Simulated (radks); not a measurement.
Q: The mean radii <r> (bohr) of the occupied orbitals of an atom or ion are listed with their occupations. All-electron calculation, scalar-relativistic Kohn-Sham, PBE, spin-unpolarised, spherical densities, point nucleus. Program: a radial shooting solver on a logarithmic mesh with Libxc functionals.

orbital  occ.      <r>
1s          2  0.05620
2s          2   0.2552
2p          6   0.2248
3s          2   0.7291
3p          6   0.7449
3d          2   0.7528

Name the element and its charge.

A: Z = 27, cobalt, charge +7: Co7+ in [Ar] 3d2. The 1s radius gives Z: for a bare nucleus <r> = (2 gamma + 1)/(2Z) with gamma = sqrt(1 - (Z/c)^2), 0.05483 bohr for Z = 27, and screening makes it slightly larger (0.05620 here). The occupations add up to 20, and the charge is Z minus that.
